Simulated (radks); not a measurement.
Values are calculated unless marked as measured or tabulated.
Valence configurations of Os I (all share [Xe]). Level of theory: scalar-relativistic Kohn-Sham, PBEsol, spin-polarised, spherical densities, finite nucleus; open shells are filled with parallel spins first (spin-orbit coupling, left out, can overturn this in heavy ions); Fermi nuclear charge, rms radius 5.4126 fm (a radial shooting solver on a logarithmic mesh with Libxc functionals). Energies are relative to 4f14 5d6 6s2; eigenvalues in eV for spin up.

valence           E (eV)  moment (Bohr magnetons)    e(4f)    e(5d)   e(6p)    e(6s)
4f14 5d6 6s2       0.000                        4  -51.978   -7.237       -   -6.721
4f14 5d7 6s1       0.721                        4  -49.491   -5.470       -   -6.095
4f14 5d8           3.231                        2  -47.566   -3.905       -        -
4f14 5d6 6s1 6p1   3.410                        6  -53.460   -8.771  -2.521   -8.125
4f14 5d5 6s2 6p1   3.985                        6  -56.355  -10.807  -2.808   -8.849
4f13 5d7 6s2      50.882                        4  -62.622   -8.124       -   -6.649
4f13 5d6 6s2 6p1  56.520                        6  -67.299  -11.969  -2.778   -8.918
4f12 5d6 6s2 6p2  126.37                        8  -83.527  -16.993  -3.956  -10.994
4f12 5d5 6s2 6p3  136.97                       10  -88.477  -20.825  -5.034  -12.857
4f11 5d8 6s2 6p1  187.05                        6  -90.344  -14.210  -2.713   -8.978

NIST lists [Xe] 4f14 5d6 6s2 as the ground configuration; this level of theory agrees among the configurations tried. The energies are those of spherical high-spin densities, not of single terms.
